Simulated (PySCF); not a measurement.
SMILES CC(C)[SiH2][SiH2]C(=O)O, singlet at its GFN2-xTB optimised geometry (Å):

```
20

C     -0.4009    -3.0274     1.1885
C      0.1236    -2.2273     0.0000
C      1.6499    -2.2273     0.0000
Si    -0.5726    -0.4419     0.0000
Si     0.3066     0.7436    -1.7899
C     -0.7743     2.3026    -1.9867
O     -1.7284     2.4383    -2.7111
O     -0.3881     3.2692    -1.1381
H     -1.4878    -3.0590     1.1853
H     -0.0767    -2.5766     2.1240
H     -0.0301    -4.0514     1.1601
H     -0.2091    -2.7330    -0.9137
H      2.0314    -1.7397     0.8950
H      2.0346    -3.2466    -0.0165
H      2.0419    -1.7020    -0.8695
H     -2.0419    -0.5402    -0.0190
H     -0.2287     0.1656     1.2981
H      1.6649     1.2654    -1.5981
H      0.2740     0.0706    -3.0931
H     -0.9624     4.0514    -1.2135
```

Method: CAM-B3LYP/def2-SVP (PySCF).

Map of the electrostatic potential (hartree/e), clipped to [-0.08, 0.12] on the plane z = 0.8 Å:

```
|1111111111111111111111111|
|1111111111111111111111111|
|1111111122211111111111111|
|1111111122211111111111111|
|1111111122111000011111111|
|1111111111100000001111111|
|1111111111000000001111111|
|1111111111000000011111111|
|1111111111110000111111111|
|1111111111211111111111111|
|1111111112443211111111111|
|1111001124999421111111111|
|1111101138999832211111111|
|1111111259999943221111111|
|1111111138999857931111111|
|1111111124899989982111111|
|1111111124799999951111111|
|1111111259999999821111111|
|1111111269999945521111111|
|1111111134799833321111111|
|1111111111289822221111111|
|1111111111135321111111111|
|1111111111112211111111111|
|1111111111111111111111111|
|1111111111111111111111111|
```
Scale: ten equal steps from -0.017 (start of '0') to 0.120 (end of '9'), in the order '0123456789'; x runs from -6.50 to 6.50, y from -6.50 (bottom) to 6.50 (top).
